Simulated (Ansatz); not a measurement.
Consider the substitution at a C–F bond: `FC1C[SiH2][SiH2]1` + HCl → `ClC1C[SiH2][SiH2]1` + H–F.

Computed with Ansatz on PBE0-D4/def2-TZVP structures; ΔE is electronic, products minus reactants. CCSD(T)/CBS is the MP2 limit (def2-TZVPP, def2-QZVPP) plus CCSD(T) − MP2 in def2-TZVPP, frozen cores. This one scheme is used for every species. Functionals use def2-TZVPP.

`FC1C[SiH2][SiH2]1`:

```xyz
12

F    -2.007   -0.370    0.327
C    -0.881    0.380    0.694
C     0.269   -0.592    0.988
Si    0.866   -0.910   -0.799
Si   -0.173    1.175   -0.918
H    -1.175    1.000    1.544
H    -0.039   -1.435    1.612
H     1.060   -0.052    1.521
H     0.160   -2.029   -1.476
H     2.333   -1.084   -0.980
H    -1.165    1.624   -1.928
H     0.752    2.295   -0.584
```

HCl:

Z-matrix (Å, degrees):
```
Cl
H 1 1.279
```

`ClC1C[SiH2][SiH2]1`:

```xyz
12

Cl    1.239   -2.013    0.401
C     1.114   -0.321   -0.201
C    -0.077   -0.209   -1.169
Si   -1.493   -0.002    0.101
Si    0.406    0.722    1.246
H     2.083   -0.084   -0.639
H    -0.127   -1.019   -1.899
H     0.015    0.735   -1.720
H    -2.114   -1.275    0.545
H    -2.566    0.949   -0.294
H     0.846    0.344    2.612
H     0.673    2.172    1.016
```

H–F:

Z-matrix (Å, degrees):
```
F
H 1 0.920
```

CCSD(T)/CBS gives -0.41 eV.

(1) Another level gave -0.28 eV. Which?
A. MP2/def2-TZVPP
B. LC-ωPBE/def2-TZVPP
C. CAM-B3LYP/def2-TZVPP
D. PBE0/def2-TZVPP

(2) What do rigid-rotor, harmonic-oscillator terms from PBE0-D4/def2-TZVP frequencies (298.15 K, 1 bar) make of the CCSD(T)/CBS value? (Best estimate.)

Largest T1 diagnostic among the species: 0.013.

Results:

(1) D. PBE0 -0.28, MP2/def2-TZVPP -0.50, LC-ωPBE -0.23, CAM-B3LYP -0.14 eV.

(2) Ansatz gave: ΔZPE = +0.04 eV, ΔH = -0.36 eV, ΔS = -5 J/(mol·K), ΔG = -0.35 eV.

Leaving LDA and LC-ωPBE aside and taking each functional with its dispersion term where it has one, the values, not all of them listed here, spread over 0.18 eV, from PBE-QIDH to CAM-B3LYP-D4. LDA lies −0.03 eV from PBE without D4. From BLYP to BHLYP (50 % exact exchange), in def2-TZVPP and without D4, ΔE moves by −0.06 eV. At CCSD(T), def2-SVP lies +0.23 eV from the extrapolated value and def2-TZVPP +0.06 eV.
